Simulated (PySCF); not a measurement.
Spin states and ions at one geometry of [Pb(BH4)]+

PySCF 2.14.0, RKS TPSS, Pb def2-SVP with ECP60, B def2-SVP, H def2-SVP; non-relativistic Hamiltonian with scalar-relativistic core potentials where named; density fitting; no spin-orbit coupling; singlets restricted, open shells unrestricted. The geometry is relaxed for charge +1, singlet, vacuum:

```xyz
6

Pb    0.0000    0.0000   -0.0340
B     0.0000    0.0000    2.3017
H     0.0000    0.0000    3.5031
H     1.1816    0.0000    1.8075
H    -0.5908    1.0233    1.8075
H    -0.5908   -1.0233    1.8075
```

Energies count from the relaxed state; an electron taken off or put on is at rest in vacuum. Charges and spins are Mulliken's.

Question: Order these states by energy, lowest first.
A. charge +1, singlet, vacuum
B. charge +2, doublet, vacuum
C. charge 0, doublet, vacuum
D. charge +1, triplet, vacuum

Answer: C (-6.13 eV), A (0.00 eV), D (4.81 eV), B (16.81 eV).

Question: How do charge and spin on the first atom follow?

Answer: 
```csv
state,spin squared,charge on Pb1 (e),spin on Pb1 (e),dipole about the centre of mass (D)
"charge +1, singlet, vacuum",0.00,0.94,0.00,0.91
"charge +1, triplet, vacuum",2.01,0.63,1.27,3.06
"charge +2, doublet, vacuum",0.76,1.36,0.21,5.64
"charge 0, doublet, vacuum",0.75,0.17,0.96,2.39
```

With an electron taken off (doublet) the charges change, summed by element, by Pb +0.42 e, B +0.09 e, H +0.49 e. The vertical ionisation energy is 16.81 eV, against −ε(HOMO) = 13.46 eV of the relaxed state. The level lies 3.4 eV too high, as is usual for semilocal functionals and global hybrids, which keep a self-interaction error.

With an electron put on (doublet) the charges change, summed by element, by Pb -0.77 e, B -0.03 e, H -0.20 e. The vertical electron affinity is 6.13 eV, against −ε(LUMO) = 8.89 eV of the relaxed state.

Open shells may have lower solutions than those found.

No frequency check is given that shows the relaxed geometry to be a minimum.
